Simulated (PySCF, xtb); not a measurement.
Ga(F)(Cl)(Et) (C2H5ClFGa), SMILES C[CH2][Ga]([F])[Cl]. The values are those of a single conformer.

Harmonic wavenumbers (cm⁻¹) from GFN2-xTB in xtb at its own minimum, in rising order: 33, 73, 106, 130, 206, 223, 353, 430, 470, 656, 918, 973, 1052, 1172, 1197, 1398, 1431, 1468, 1475, 2928, 2936, 3005, 3010, 3015.

Q: What does B3LYP-D3(BJ)/def2-SVP in PySCF give at its own minimum? (The exact figures need the calculation; the answer reports its results.)

A: 16, 81, 129, 168, 237, 267, 415, 553, 646, 697, 951, 969, 1045, 1221, 1241, 1403, 1431, 1472, 1477, 3030, 3043, 3089, 3105, 3122. Paired by order, the mean absolute difference is 50 cm⁻¹ and the zero-point energies are 41.0 and 42.6 kcal/mol.
